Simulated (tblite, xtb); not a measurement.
NP, charge -1, doublet, geometry from GFN2-xTB (a state made from the parent by changing its charge; the spin is typed, not shown lowest). Base run: xtb with GFN1-xTB.

xtb was given this input:
```
$ xtb mol.xyz --gfn 1 --chrg -1 --uhf 1 --json

# file mol.xyz
2

N     -0.00000000    -0.00000000    -1.03321469
P      0.00000000     0.00000000     0.48216685
```

Programs used: tblite, xtb; a row that names a program was run with it.

Variants of this job, named by their change:

```tsv
change	ΔE vs base (kcal/mol)	G_solv (kcal/mol)	SCF cycles
base	0.000	-	9
acc = 30	0.000	-	7
file = coord	0.000	-	9
etemp = 1000	-1.93	-	9
etemp = 5000	-13.45	-	8
gbsa = chcl3	-67.6	-68.84	10
program = tblite; method = gfn1; option = (--guess, eeq)	0.000	-	-
etemp = 10000	-36.37	-	8
alpb = toluene	-46.44	-46.72	10
program = tblite; method = gfn1; option = (--etemp, 2000)	-4.68	-	-
etemp = 3000	-7.45	-	9
```

ALPB and GBSA are two models with their own fitted parameters for each solvent, which aren't always the measured dielectric constant.
